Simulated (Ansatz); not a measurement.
The same path of C2H6BFS (11 atoms, charge 0, multiplicity 1) was run twice with different band settings. Lost on the way: B1–C2, S4–H5. Made: C2–H5.

Level of theory: RKS B3LYP/def2-SVP (Ansatz 0.2.0).

Relaxed end points:

```xyz
11
Properties=species:S:1:pos:R:3
B 0.491 -0.151 1.109
C -0.175 0.433 -0.194
C -0.880 -0.611 -1.076
S 1.973 0.504 1.937
H 2.218 1.490 1.045
F -0.073 -1.198 1.719
H 0.552 1.018 -0.784
H -0.918 1.176 0.162
H -1.391 -0.139 -1.930
H -0.163 -1.344 -1.484
H -1.634 -1.176 -0.505
```

```xyz
11
Properties=species:S:1:pos:R:3
B 0.884 -0.521 2.610
C -0.101 0.851 -0.715
C -0.643 -0.472 -1.257
S 2.458 -0.301 2.909
H 0.893 0.725 -0.255
F -0.366 -0.699 2.372
H 0.005 1.603 -1.514
H -0.771 1.278 0.049
H -1.630 -0.341 -1.730
H 0.031 -0.905 -2.015
H -0.760 -1.219 -0.455
```

Common settings: movable images 7; climbing image yes; optimiser quadratic models (default); start path through a guess of the saddle point; force threshold 0.05 eV/Å; iteration limit 60; end points relaxed.

| run | spring |
| --- | --- |
| 1 | 5.0 eV/Å² |
| 2 | 2.0 to 10.0 eV/Å², energy-weighted |

Task: What does each run give, and how far can it be trusted?

Result: Run 1: converged after 13 iterations, highest image 2.444 eV above the first end. Neighbouring images differ by up to 1.6 eV, so the band resolves the path poorly. A vibrational analysis at the climbing image gives one clearly imaginary mode, 1197i cm⁻¹: a first-order saddle point.
Run 2: converged after 15 iterations, highest image 2.444 eV above the first end. Another band between the same ends (7 images) ends at a top of the same energy, where a vibrational analysis finds 1 clearly imaginary mode.
The orbitals stay closed-shell, which can raise the energy where a bond breaks towards radicals; this wasn't checked here.
